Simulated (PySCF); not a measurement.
Working out the excitation energy of Be

Be [He] 2s2 (1S) → Be [He] 2s1 3s1 (3S). Computed with PySCF 2.14 in aug-cc-pCVTZ, with no relativity, point nucleus. Frozen: 1s2. Energies in hartree (1 hartree = 27.21139 eV):

```tsv
part	Be (lower)	Be (upper)
UHF	-14.572876	-14.377222
CCSD correlation	-0.045794	-0.004795
(T)	0.000000	0.000000
```

What does Hartree-Fock give?

(-14.377222) − (-14.572876) = 0.195654 hartree = 5.324 eV.

What do CCSD and CCSD(T) give?

The CCSD correlation energies differ by 0.040999 hartree = 1.116 eV and the triples by 0.000000 hartree = 0.000 eV, so CCSD gives 6.440 eV and CCSD(T) 6.440 eV.

Measured between the centres of the two terms (NIST): 6.457 eV, so CCSD(T) (valence) is off by -0.017 eV.

What remains against the reference includes basis incompleteness, the frozen core and higher excitations.
